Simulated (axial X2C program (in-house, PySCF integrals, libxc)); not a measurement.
**What spin–orbit coupling does to InC**

Computed with an in-house all-electron X2C program for linear molecules (integrals from PySCF). Spin-free means the one-electron spin-free X2C Hamiltonian; two-component (2c) means X2C with spin–orbit coupling and atomic mean-field two-electron Coulomb and Gaunt terms, so the difference of the two also holds small scalar two-electron terms. Basis: In dyall-cv3z [11s12p9d4f1g], C dyall-v3z [7s6p2d1f] (cores contracted in-house); Gaussian nuclei, density fitting, unrestricted open shells. Masses: In 114.904 u, C 12.000 u.

Spin-free state: M_S = 3/2, Λ = 0 (beyond evenly filled blocks: σα, π+α, π-α); fragments In + C.

```
  level  Re (Å)  ωe (cm⁻¹)  De (eV)  μ (D)
   PBE0   2.200      475.5    2.970  -2.77
     HF   2.231      480.8    1.989  -2.62
    MP2   2.236      479.9    2.729    n/a
CCSD(T)   2.234      476.4    2.677    n/a
    M06   2.217      474.1    2.918  -2.82
```

Correlated methods: 7 electrons correlated (number of frozen shells: In 4 s, 3 p, 2 d; C 1 s), 235 virtual spin orbitals or spinors in MP2, 89 natural virtuals in coupled cluster.

Dipoles are positive if C is the positive end.

Two-component determinant lowest at the distance of the search:

Ω = 3/2 (⟨Sz⟩ = 1.50, ⟨Lz⟩ = 0.00 at HF); fragments In + C.

```
  level  Re (Å)  ωe (cm⁻¹)  De (eV)  μ (D)
   PBE0   2.200      475.2      n/a  -2.76
     HF   2.231      480.6    1.808  -2.62
    MP2   2.236      480.1    2.573    n/a
CCSD(T)   2.233      476.5    2.526    n/a
    M06   2.217      473.4      n/a  -2.81
```

Question: From the two tables, how do the constants change at the CCSD(T) level (2c against spin-free)?

Answer: At the CCSD(T) level Re is unchanged within 0.001 Å and ωe is unchanged to within 0.2 cm⁻¹; De is not compared, since the atomic limits differ or miss part of their spin–orbit lowering.

One determinant describes the state; a PBE0 search over occupations chose it and may have missed a lower one. De is counted from the lowest determinant-based energies of the atoms at the same level, without counterpoise correction. De is not given where an atomic determinant may have missed its ground term or J level, or where the truncated virtual space spoils (T). Density functionals use the spin component along the axis (collinear). Coupled cluster ran in a truncated set of natural virtual spinors; the MP2 energy of the rest was added. (T) has no such correction and the atoms are truncated less, which lowers De at CCSD(T) by a hundredth of an eV or more. A 2c atom that is not at its ground J level misses part of its spin–orbit lowering, and De is too large by that part (0.04 eV or less for light atoms). This holds for MP2, CCSD(T). Without a current term, density functionals place determinants with orbital angular momentum somewhat too high. With several unpaired electrons one determinant need not be a pure state. This is the top spin component of a Σ state; components of lower Ω are not single determinants and can lie lower. With the outer-core shells frozen, correlated bond lengths of heavy atoms tend to come out a few hundredths of an ångström too long.
